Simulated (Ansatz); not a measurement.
Energy difference 2 R1 → P1 + P2, each structure at its B3LYP-D3(BJ)/def2-TZVP stationary point, reached from a drawn start (curvature not checked).
R1: BH3O3 (SMILES OB(O)O), charge 0, multiplicity 1.
P1: B2H4O5 (SMILES OB(O)OB(O)O), charge 0, multiplicity 1.
P2, H2O (SMILES O) (charge 0, multiplicity 1):
```xyz
3

O      0.0000     0.0000     0.3896
H      0.0000     0.7650    -0.1949
H      0.0000    -0.7650    -0.1949
```

P less R. No zero-point or thermal terms. One arrangement of each flexible species, with no search for the lowest.

Correlated levels freeze the cores.

The values were computed with Ansatz (Gaussian orbitals). No computed number here is a measurement.

Total energies in hartree:

```json
[
 {"structure": "R1", "PBE/def2-TZVPP": "-252.329826", "B3LYP/def2-TZVPP": "-252.617789", "CCSD(T)/cc-pVTZ": "-252.156652"},
 {"structure": "P1", "PBE/def2-TZVPP": "-428.269687", "B3LYP/def2-TZVPP": "-428.759483", "CCSD(T)/cc-pVTZ": "-427.972912"},
 {"structure": "P2", "PBE/def2-TZVPP": "-76.380147", "B3LYP/def2-TZVPP": "-76.466662", "CCSD(T)/cc-pVTZ": "-76.332115"}
]
```

Work out the reaction energy at each level in kJ/mol (1 hartree = 2625.49964 kJ/mol), and say how far PBE/def2-TZVPP lies from CCSD(T)/cc-pVTZ.


- PBE/def2-TZVPP: (-428.269687) + (-76.380147) − 2 × (-252.329826) = 0.009818 hartree = 25.8 kJ/mol
- B3LYP/def2-TZVPP: (-428.759483) + (-76.466662) − 2 × (-252.617789) = 0.009433 hartree = 24.8 kJ/mol
- CCSD(T)/cc-pVTZ: (-427.972912) + (-76.332115) − 2 × (-252.156652) = 0.008277 hartree = 21.7 kJ/mol
PBE/def2-TZVPP less CCSD(T)/cc-pVTZ: 4.1 kJ/mol. CCSD(T)/cc-pVTZ is the level counted from, the highest shown, and no exact or measured value.

Ansatz is a program for electronic structure.
